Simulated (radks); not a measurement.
Results of a calculation; reference values are marked as such.
Excited configurations of the lanthanum ion La+: one electron is placed in a higher orbital outside [Xe] 5d1. The ground configuration is [Xe] 5d2. Level of theory: scalar-relativistic Kohn-Sham, BLYP, spin-unpolarised, spherical densities, finite nucleus; Fermi nuclear charge, rms radius 4.855 fm (a radial shooting solver on a logarithmic mesh with Libxc functionals). Excitation = E - E(ground); binding = E(ion) - E, where the ion is the core of charge +2; n* = 2/sqrt(2 binding) in atomic units, and the quantum defect is n - n*.

outer orbital  excitation (eV)  binding (eV)  quantum defect  eigenvalue (eV)
4f                       0.935         9.808           1.644           -3.565
6p                       2.791         7.952           3.384           -5.862
6f                       8.284         2.459           1.296           -1.787
7s                       5.540         5.203           3.766           -4.091
7p                       6.476         4.267           3.429           -3.297

The Delta-SCF ionisation energy is 10.743 eV (NIST Atomic Spectra Database: 11.185 eV, measured). Self-interaction in the functional shifts the binding energies and quantum defects, so they are the method's values and not measured ones. Spin polarisation and multiplet splitting are left out, so open shells lie too high by an amount that depends on their filling. Spin-orbit splitting is averaged out at the scalar-relativistic level.

Beside tabulated values, note that spin-unpolarised runs miss the spin-polarisation part of the exchange energy of open shells.
